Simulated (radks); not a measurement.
The numbers below are computed, except where a source is named.
Problem. These are the eigenvalues of the occupied orbitals of an atom or ion with whole-number occupations (eV). Code: a radial shooting solver on a logarithmic mesh with Libxc functionals. Model: scalar-relativistic Kohn-Sham, exchange-only LDA, spin-polarised, spherical densities, point nucleus.

| orbital | eigenvalue |
|---|---|
| 1s up | -35305.28 |
| 1s down | -35305.19 |
| 2s up | -6290.817 |
| 2s down | -6287.979 |
| 2p up | -5748.707 |
| 2p down | -5746.474 |
| 3s up | -1966.901 |
| 3s down | -1963.733 |
| 3p up | -1791.555 |
| 3p down | -1788.346 |
| 3d up | -1539.698 |
| 3d down | -1535.927 |

Which element is it, and in what charge state? The configuration may be excited. Open shells, if any, are filled with parallel spins first.

Solution. Z = 54, xenon, charge +27: Xe27+ in [Ar] 3d9. The list shows which subshells hold electrons but not how many an open one holds; the 1s level, -1297.4 hartree, gives Z - s = 50.9 by -(Z - s)^2/2, which with screening and relativity narrows Z to a few neighbours, and the depths of the outer levels then fix element, charge and occupations together.
